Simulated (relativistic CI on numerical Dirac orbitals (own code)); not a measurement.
## Pd21+: computed level list

Method of calculation: Dirac-Coulomb-Breit CI, orbitals from a KLI potential per configuration, a model potential for QED, unscaled Slater integrals (own radial code, finite nucleus).

Configurations in the expansion (outside the closed core [Ne]): 3s²3p⁶3d⁷, 3s²3p⁵3d⁸, 3s²3p⁴3d⁹, 3s3p⁶3d⁸, 3p⁶3d⁹, 3s3p⁵3d⁹, 3s²3p⁶3d⁶4s, 3s²3p⁶3d⁶4p, 3s²3p⁶3d⁶4d, 3s²3p⁶3d⁶4f, 3s²3p⁴3d⁸4s, 3s²3p⁵3d⁷4s, 3s²3p⁶3d⁵4s², 3s²3p⁴3d⁸4p, 3s²3p⁵3d⁷4p, 3s²3p⁶3d⁶5s. Levels of other configurations are missing.

The lowest level is 3s²3p⁶3d⁷ ⁴F9/2, with 87 % of that term; Hund's rules for 3s²3p⁶3d⁷ give ⁴F with J = 9/2, in agreement.

```csv
No.,Configuration,Term,J,E (cm⁻¹),%,Next component (%),Landé g
1,3s²3p⁶3d⁷,⁴F,9/2,0,87,12 ²G,1.302
2,3s²3p⁶3d⁷,⁴F,7/2,38009,97,3 ²G,1.224
3,3s²3p⁶3d⁷,⁴F,5/2,47982,72,21 ²D,1.089
4,3s²3p⁶3d⁷,⁴F,3/2,49110,35,30 ²P,0.922
5,3s²3p⁶3d⁷,⁴F,3/2,71718,42,34 ⁴P,1.059
6,3s²3p⁶3d⁷,⁴P,5/2,81792,82,13 ⁴F,1.502
7,3s²3p⁶3d⁷,²G,9/2,84420,65,23 ²H,1.087
8,3s²3p⁶3d⁷,⁴P,1/2,95735,63,37 ²P,1.927
9,3s²3p⁶3d⁷,²G,7/2,113933,90,8 ²F,0.914
10,3s²3p⁶3d⁷,²H,11/2,114684,100,,1.088
11,3s²3p⁶3d⁷,⁴P,3/2,126854,46,20 ²D,1.271
12,3s²3p⁶3d⁷,²D,5/2,128213,73,15 ⁴F,1.213
13,3s²3p⁶3d⁷,²P,1/2,146085,63,37 ⁴P,1.403
14,3s²3p⁶3d⁷,²H,9/2,154142,76,23 ²G,0.956
15,3s²3p⁶3d⁷,²F,5/2,167389,90,9 ²D,0.889
16,3s²3p⁶3d⁷,²D,3/2,181886,58,28 ²P,0.993
17,3s²3p⁶3d⁷,²F,7/2,189862,91,7 ²G,1.122
18,3s²3p⁶3d⁷,²D,3/2,253185,96,1 ⁴F,0.805
19,3s²3p⁶3d⁷,²D,5/2,273295,90,8 ²F,1.178
20,3p⁵3d⁸(3F),⁴G°,11/2,1410516,99,1 ²H°,1.268
21,3p⁵3d⁸(1D),²F°,7/2,1459046,69,15 ⁴G°,1.156
22,3p⁵3d⁸(1D),²D°,5/2,1462241,58,26 ²F°,1.102
23,3p⁵3d⁸(3F),⁴G°,9/2,1475200,77,22 ⁴F°,1.205
24,3p⁵3d⁸(1G),²G°,9/2,1521909,47,39 ⁴F°,1.191
25,3p⁵3d⁸(3P),⁴D°,7/2,1524202,46,29 ⁴F°,1.260
26,3p⁵3d⁸(3P),²S°,1/2,1529717,67,24 ⁴P°,2.026
27,3p⁵3d⁸(3P),²D°,3/2,1532189,65,26 ⁴D°,0.929
28,3p⁵3d⁸(3F),²F°,5/2,1537156,28,26 ⁴G°,0.971
29,3p⁵3d⁸(3P),⁴P°,5/2,1557984,52,31 ⁴D°,1.409
30,3p⁵3d⁸(3P),⁴D°,7/2,1560044,62,23 ⁴F°,1.333
31,3p⁵3d⁸(3F),⁴F°,5/2,1581725,47,22 ⁴D°,1.199
32,3p⁵3d⁸(1G),²G°,7/2,1582254,57,19 ⁴G°,0.976
33,3p⁵3d⁸(3P),⁴P°,3/2,1587408,41,20 ⁴D°,1.311
34,3p⁵3d⁸(3F),⁴F°,3/2,1596853,39,18 ⁴D°,0.961
35,3p⁵3d⁸(3F),⁴D°,1/2,1597926,67,27 ²P°,0.303
36,3p⁵3d⁸(1G),²H°,11/2,1611480,99,1 ⁴G°,1.089
37,3p⁵3d⁸(1G),²G°,9/2,1628642,40,31 ⁴F°,1.141
38,3p⁵3d⁸(1D),²P°,1/2,1635278,55,37 ⁴D°,0.557
39,3p⁵3d⁸(1D),²F°,7/2,1637947,41,20 ⁴D°,1.122
40,3p⁵3d⁸(3F),⁴D°,5/2,1642889,47,37 ²D°,1.227
41,3p⁵3d⁸(3F),⁴D°,3/2,1643816,47,28 ²D°,1.110
42,3p⁵3d⁸(3P),⁴S°,3/2,1669023,34,33 ²P°,1.540
43,3p⁵3d⁸(3P),⁴D°,5/2,1674811,27,26 ²D°,1.151
44,3p⁵3d⁸(3F),⁴F°,7/2,1698378,27,23 ²F°,1.153
45,3p⁵3d⁸(1G),²F°,5/2,1703020,70,17 ⁴G°,0.853
46,3p⁵3d⁸(3P),⁴D°,1/2,1704617,44,38 ²P°,0.670
47,3p⁵3d⁸(1D),²P°,3/2,1710970,25,23 ⁴S°,1.228
48,3p⁵3d⁸(1S),²P°,3/2,1764264,57,35 ⁴D°,1.271
49,3p⁵3d⁸(1D),²F°,5/2,1791867,52,16 ²D°,0.967
50,3p⁵3d⁸(3F),²D°,5/2,1804884,32,27 ⁴F°,1.046
51,3p⁵3d⁸(3P),⁴P°,1/2,1808523,53,29 ⁴D°,1.771
52,3s²3p⁵3d⁸,²P°,3/2,1813826,22,21 ⁴P°,1.329
53,3p⁵3d⁸(3F),²F°,7/2,1823752,50,34 ⁴D°,1.212
54,3p⁵3d⁸(1G),²H°,9/2,1838602,65,28 ²G°,0.986
55,3p⁵3d⁸(3F),²G°,7/2,1847286,47,39 ²F°,1.019
56,3p⁵3d⁸(1D),²D°,3/2,1901213,56,36 ²P°,1.060
57,3p⁵3d⁸(1D),²F°,5/2,1911368,69,27 ²D°,0.957
58,3p⁵3d⁸(3F),²G°,9/2,1920909,84,10 ²H°,1.098
59,3p⁵3d⁸(3P),²P°,1/2,1933806,69,22 ⁴D°,0.652
60,3p⁵3d⁸(3F),²D°,3/2,1961089,64,12 ⁴F°,0.884
61,3p⁵3d⁸(3P),²D°,5/2,1976734,75,12 ⁴D°,1.197
62,3p⁵3d⁸(1G),²F°,7/2,1980672,50,45 ²G°,1.028
63,3p⁵3d⁸(3P),²P°,3/2,2021234,66,19 ²D°,1.278
64,3p⁵3d⁸(1S),²P°,1/2,2026801,100,,0.661
65,3s3d⁸(3F),⁴F,9/2,2619143,98,2 ²G,1.326
66,3s3d⁸(3F),⁴F,7/2,2644510,87,10 ²F,1.218
67,3s3d⁸(3F),⁴F,5/2,2664866,75,15 ²D,1.103
68,3s3d⁸(3F),⁴F,3/2,2671923,68,27 ²D,0.555
69,3s3d⁸(3P),⁴P,5/2,2685739,55,20 ⁴F,1.361
70,3s3d⁸(3F),²F,7/2,2695132,69,13 ⁴F,1.142
```

Energies count from the lowest computed level; ° marks odd parity. Percentages are summed over parent terms; the parents shown are those of the largest component, closed shells are left out there.

The mean weight of the leading LS term, summed over parents, in these 70 levels is 62 %, and that of the leading jj configuration (from the same eigenvectors) 68 %.

At this charge energies of transitions that change n are usually good to better than 1 %, and those within a shell (Δn = 0) to a few per cent. Terms inside the open d or f shell come out 10 to 20 % too wide with unscaled integrals.

LS names give the leading component of a level, which can be under half, so a name can repeat, a term be missing and a line seem to break the LS rules.
